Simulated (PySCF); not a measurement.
Computed shifts of a molecule C2H4BFO2, PBE/pcSseg-1 in PySCF, GIAO, gas phase, atoms alike by connectivity averaged where their shifts nearly agree, in ppm (number of nuclei): ¹⁹F: -78.6 (1). ¹H: 4.65 (1), 2.41 (3). ¹³C: 170.9 (1), 25.7 (1). References: ¹¹B against BF3 (σ = 83.9 ppm); ¹⁹F against CFCl3 (σ = 133.6 ppm); ¹H against TMS (σ = 31.49 ppm); ¹⁷O against H2O (σ = 334.3 ppm); ¹³C against TMS (σ = 182.0 ppm), references at their B3LYP-D3(BJ)/def2-TZVP geometries, non-relativistic. Geometry optimised at B3LYP-D3(BJ)/def2-SVP. Other conformers were not sampled.

**Question.** Identify the compound among the candidates.
A. O=CB(F)CO
B. C=C(F)B(O)O
C. CC(=O)OBF
D. O=CB(O)CF

**Answer.** C, CC(=O)OBF
